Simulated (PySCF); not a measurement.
## Excitation energy of Gd⁺ by level of theory

Gd⁺ [Xe] 4f7 5d1 6s1 (10D) → Gd⁺ [Xe] 4f7 5d1 6p1 (high-spin determinant), as a difference of total energies. Calculation: PySCF 2.14, in x2c-TZVPPall (11s7p7d4f2g, 113 functions); scalar relativity by spin-free X2C-1e. Correlated levels: valence: [Kr] 4d10 frozen; valence and next inner shell: [Ar] 3d10 frozen. The calculations carry no spin-orbit coupling.

```
                                method  excitation energy (eV)
                                   UHF                   3.251
                                   LDA                   3.590
                                   PBE                   3.427
                                  PBE0                   3.393
                                r2SCAN                   3.490
                         MP2 (valence)                   3.613
                     SCS-MP2 (valence)                   3.508
    MP2 (valence and next inner shell)                   3.649
SCS-MP2 (valence and next inner shell)                   3.542
```

Question: How much does correlation contribute at MP2 (valence and next inner shell)?

Answer: 3.649 − (3.251) = 0.398 eV, measured against UHF.

A first-order spin-orbit estimate (lowest level to lowest level, LS coupling) adds -0.113 eV.

The basis was made for the ground configuration and has no added diffuse functions, so the excitation energy can come out too high.

The determinant of the upper state mixes LS terms, which raises its energy above the lowest term, most at the Hartree-Fock and MP2 levels.
